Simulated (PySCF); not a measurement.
## Diatomics of H with group 3

MP2 with triple-zeta basis sets in PySCF, for the lowest determinant that a PBE0 search found; no spin–orbit coupling. De refers to high-spin ground-configuration atoms.

```csv
M,basis,"reference, frozen orbitals",state (unpaired electrons),Re (Å),ωe (cm⁻¹),De (eV)
Sc,def2-TZVPP,"UHF, 5","triplet (σ ↑, δ ↑)",1.871,1486,n/a
Y,def2-TZVPP,"RHF, 0",singlet (closed shell),1.918,1554,n/a
La,x2c-TZVPPall,"UHF, 18","triplet (σ ↑, δ ↑)",2.080,1412,n/a
```

The shortest bond is that of ScH (1.871 Å), the longest that of LaH (2.080 Å).

The rows differ in basis set, which adds steps of its own.

The state changes along the series, so neighbouring rows are not always alike in their bonding.

Correlated steps freeze the inner cores (0 to 18 orbitals); shallow outer-core shells are correlated. These are scalar-relativistic numbers at best; spin–orbit coupling would shift them, the dissociation energy most. The state is the lowest single determinant that the PBE0 search found; with open d or f shells the true ground state can be another one.
